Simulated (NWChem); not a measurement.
Molecule: CH$_{3}$BrGe, singlet; SMILES [Br][Ge][CH3]

```xyz
6

Ge    -0.4483     0.9961     0.0000
Br     0.0222    -1.3379     0.0000
C      1.4623     1.6162     0.0000
H      1.5228     2.7238     0.0000
H      1.9902     1.2184    -0.8929
H      1.9902     1.2184     0.8929
```
Atoms are numbered in this order, from 1.

Level: PBE-D3(BJ)/def2-SVP (NWChem), optimised geometry, unscaled harmonic frequencies. Low-valent species are run as closed-shell singlets; no triplet was tried in these runs. This build's default masses of Se (78.918 u) and Br (79.917 u) are each other's, which moves their modes by up to 0.6 %.

```
frequency (cm⁻¹)  IR intensity (km/mol)
----------------  ---------------------
55                                  0.2
167                                 1.2
272                                31.9
527                                48.1
550                                 0.0
707                                 9.2
1158                               16.1
1355                                4.1
1360                               13.1
2958                                0.4
3061                                1.2
3077                                7.8
```

```json
{
 "zero_point_energy": "21.8 kcal/mol",
 "thermal correction to the enthalpy at 298.15 K (with zero-point energy)": "25.7 kcal/mol",
 "heat capacity Cv": "15.2 cal/(mol K)",
 "entropy at 298.15 K and 1 atm (symmetry number 1)": "78.2 cal/(mol K)",
 "dipole_moment": "2.02 D"
}
```

Rigid rotor and harmonic oscillator; modes under 100 cm⁻¹ make the entropy uncertain.
